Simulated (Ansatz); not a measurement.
Basis sets compared for [Ho(H2O)6]3+ (HoO₆H₁₂³⁺). Total charge 3; quintet. Geometry PBE-D4/def2-SVP. Ansatz on 4 threads of Arm Neoverse V2 on a shared host; times are rough, and most runs start from earlier orbitals.

```xyz
19

Ho   -0.0007    0.0005   -0.0006
O     1.0811    0.5644   -1.9681
H     1.5309    1.4138   -2.1936
H     1.2004    0.0119   -2.7775
O    -1.0816   -0.5622    1.9676
H    -1.1997   -0.0092    2.7769
H    -1.5321   -1.4110    2.1939
O    -1.9867    0.8210   -0.8615
H    -2.1440    1.2297   -1.7463
H    -2.8744    0.8437   -0.4298
O     1.9860   -0.8212    0.8576
H     2.8714   -0.8504    0.4219
H     2.1458   -1.2247    1.7443
O     0.4905    2.0890    0.8689
H     1.2848    2.3602    1.3886
H    -0.0455    2.9159    0.8081
O    -0.4896   -2.0904   -0.8655
H     0.0486   -2.9157   -0.8040
H    -1.2855   -2.3654   -1.3808
```

In the def2 sets Ho takes a core potential; there is no spin–orbit coupling. With an open 4f shell the SCF may have ended on a state above the lowest. No other spin state of charge 3 was run.

| level | functions | energy (Eh) | HOMO (eV) | LUMO (eV) | wall time |
| --- | --- | --- | --- | --- | --- |
| PBE-D4/def2-SVP | 221 | -1405.3757 | -20.57 | -18.70 | 30 s |
| PBE0-D4/def2-SVP | 221 | -1405.1994 | -22.74 | -14.77 | 43 s |

Task: Estimate the rows for PBE-D4/def2-TZVP (with forces), PBE0-D4/def2-TZVP.

Result: 
```tsv
level	functions	energy (Eh)	HOMO (eV)	LUMO (eV)	wall time
PBE-D4/def2-TZVP (with forces)	350	-1405.9498	-20.74	-18.88	78 s
PBE0-D4/def2-TZVP	350	-1405.7633	-22.86	-14.86	2.7 min
```
